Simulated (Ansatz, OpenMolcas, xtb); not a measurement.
# A ladder of methods for GeSiNH7 (SMILES [SiH3][NH][GeH3])

GeSiNH7: 10 atoms, total charge 0, spin state singlet. As SMILES, `[SiH3][NH][GeH3]`. The coordinates come from a PBE0-D4/def2-TZVP relaxation.

Quantity: the HOMO–LUMO gap, in eV. The values are calculated.

```csv
level,kind,program,value (eV),CPU time
GFN2-xTB,semi-empirical,xtb,5.32,under 2 s
HF/def2-SVP,Hartree–Fock,OpenMolcas,14.17,17 s
SVWN5/def2-SVP,LDA,Ansatz,5.14,5.3 s
BLYP/def2-SVP,GGA,Ansatz,5.31,7.9 s
r2SCAN/def2-SVP,meta-GGA,Ansatz,6.02,16 s
PBE0/def2-SVP,global hybrid,OpenMolcas,7.57,64 s
CAM-B3LYP/def2-SVP,range-separated hybrid,Ansatz,9.94,11 s
B2PLYP/def2-SVP,double hybrid,OpenMolcas,10.00,40 s
```

All-electron rows without a relativistic Hamiltonian named are non-relativistic. The values span 5.14 to 14.17 eV. Orbital gaps aren't excitation energies, and those of double hybrids come from the SCF part alone; they tend to grow with the share of exact exchange. Times are those of the runs behind each value, whatever else they computed, on shared processors of several kinds: orders of magnitude only.
